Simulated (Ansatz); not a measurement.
Basis sets compared for the cluster Au2O. Total charge 0; singlet. Geometry r2SCAN-D4/def2-TZVP. Ansatz on 2 threads of Arm Neoverse V1 on a shared host; times are rough, and most runs start from earlier orbitals.

```xyz
3

Au   -0.022    0.955    1.221
Au    0.502   -1.314   -0.652
O    -0.480    0.359   -0.569
```

In the def2 sets Au takes a core potential; there is no spin–orbit coupling. The structure comes from a short search, and lower isomers may exist.

Binding counts from free atoms (Au doublet, O triplet) in the same basis, without a counterpoise term.

```tsv
level	functions	energy (Eh)	HOMO (eV)	LUMO (eV)	binding per atom (eV)	wall time
PBE-D4/def2-SVP	78	-346.5736	-5.67	-4.44	1.62	1.1 s
PBE-D4/def2-TZVP	111	-346.6803	-5.72	-4.51	1.62	1.5 s
r2SCAN-D4/def2-TZVP	111	-346.7435	-5.92	-4.26	1.51	3.7 s
PBE0-D4/def2-SVP	78	-346.4573	-6.95	-3.32	1.26	1.7 s
PBE0-D4/def2-TZVP	111	-346.5644	-6.98	-3.38	1.28	3.1 s
```

(1) Estimate the rows for PBE-D4/def2-TZVPD, r2SCAN-D4/def2-TZVPD, PBE0-D4/def2-TZVPD.

Results:

(1) 
```json
{"level": "PBE-D4/def2-TZVPD", "functions": "126", "energy (Eh)": "-346.6834", "HOMO (eV)": "-5.74", "LUMO (eV)": "-4.51", "binding per atom (eV)": "1.64", "wall time": "1.9 s"}
{"level": "r2SCAN-D4/def2-TZVPD", "functions": "126", "energy (Eh)": "-346.7466", "HOMO (eV)": "-5.93", "LUMO (eV)": "-4.26", "binding per atom (eV)": "1.54", "wall time": "4.3 s"}
{"level": "PBE0-D4/def2-TZVPD", "functions": "126", "energy (Eh)": "-346.5675", "HOMO (eV)": "-6.98", "LUMO (eV)": "-3.38", "binding per atom (eV)": "1.30", "wall time": "2.5 s"}
```
